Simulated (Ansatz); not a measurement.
Sn16PH28. The state is a doublet with charge 0. Geometry PBE-D4/def2-SVP, basis def2-TZVP, Ansatz.

```tsv
atom	x (Å)	y (Å)	z (Å)
P1	-0.847	0.268	0.406
Sn2	-2.592	0.967	-3.593
Sn3	-0.074	4.470	2.035
Sn4	-0.214	0.555	4.562
Sn5	2.262	-0.052	-1.236
Sn6	2.909	0.848	1.391
Sn7	1.447	-2.775	-1.423
Sn8	0.760	-1.304	-5.735
Sn9	1.677	-3.423	3.083
Sn10	-1.124	2.787	0.033
Sn11	-2.813	-0.347	-1.110
Sn12	0.104	1.081	-4.393
Sn13	-2.182	0.163	2.595
Sn14	0.169	3.346	4.606
Sn15	2.130	-0.701	3.628
Sn16	0.043	-3.249	-3.832
Sn17	0.041	-3.726	0.819
H18	-3.515	0.082	-4.771
H19	-3.288	2.550	-3.471
H20	-1.145	5.842	2.102
H21	1.460	5.060	1.485
H22	-0.748	-0.016	6.119
H23	1.039	0.960	-2.833
H24	3.759	-0.021	-2.188
H25	1.989	2.324	1.600
H26	4.575	1.347	1.548
H27	2.874	-3.778	-1.550
H28	-0.118	-1.448	-7.227
H29	2.454	-1.354	-6.102
H30	1.000	-4.183	4.493
H31	3.203	-4.194	2.774
H32	-2.822	3.108	-0.185
H33	-0.356	3.089	-1.500
H34	-4.292	0.096	-0.306
H35	-2.786	-2.070	-1.294
H36	0.520	2.577	-5.181
H37	-3.391	1.418	2.581
H38	-2.993	-1.370	2.641
H39	-1.016	4.098	5.633
H40	1.734	3.756	5.243
H41	3.348	-0.555	4.871
H42	-1.666	-3.065	-3.576
H43	0.303	-4.866	-4.410
H44	-1.457	-2.890	1.064
H45	-0.361	-5.407	0.604
```

```
run  HOMO (eV)  LUMO (eV)
  A      -4.53      -4.09
  B      -5.43      -3.31
  C      -5.22      -3.41
  D      -4.75      -3.93
```

In the def2 sets Sn takes a core potential; there is no spin–orbit coupling. Single mean-field runs in def2-TZVP are fitted with def2-universal-jkfit. Another isomer (doublet) lies 0.20 eV lower at PBE0-D4/def2-TZVP; other spin states weren't run for this one.

HOMO and LUMO are taken over both spins.

The runs used PBE, PBE0, r2SCAN, r2SCAN0. Estimate which is which.

A PBE (0 % exact exchange); B r2SCAN0 (25 % exact exchange); C PBE0 (25 % exact exchange); D r2SCAN (0 % exact exchange). Exact exchange lowers occupied and raises empty levels; among semilocal functionals meta-GGAs tend to open the gap a little, and such runs are hard to tell apart. The gap grows from 0.44 eV (PBE) to 2.12 eV (r2SCAN0).
